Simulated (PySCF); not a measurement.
Distances in Å between the heavy atoms of a computed structure (PBE0-D3(BJ)/def2-SVP; lower triangle, same order across):
```
Si1   0.00
Si2   2.35  0.00
S3    3.75  2.17  0.00
Si4   3.81  3.30  2.13  0.00
Cl5   4.18  3.73  3.47  2.07  0.00
```

Hydrogens: 3 on Si1, 2 on Si2, 2 on Si4.

Charge 0, singlet.

**Question.** Which heavy atoms are bonded, and with what formal order?

**Answer.** Si1–Si2 (single); Si2–S3 (single); S3–Si4 (single); Si4–Cl5 (single).

**Question.** Give the structure as a SMILES string.

**Answer.** `[SiH3][SiH2]S[SiH2]Cl`, ClH7SSi3.

**Question.** Classify the heavy atoms.

**Answer.** Si1: SiH3 silicon; Si2: SiH2 silicon; S3: sulfur bonded to 2 Si; Si4: chlorine-bound silicon; Cl5: silicon-bound chlorine.

Shape of the structure used: `[SiH3:1][SiH2:2][S:3][SiH2:4][Cl:5]`: Si1–Si2–S3–Si4 45°, Si2–S3–Si4–Cl5 52°.
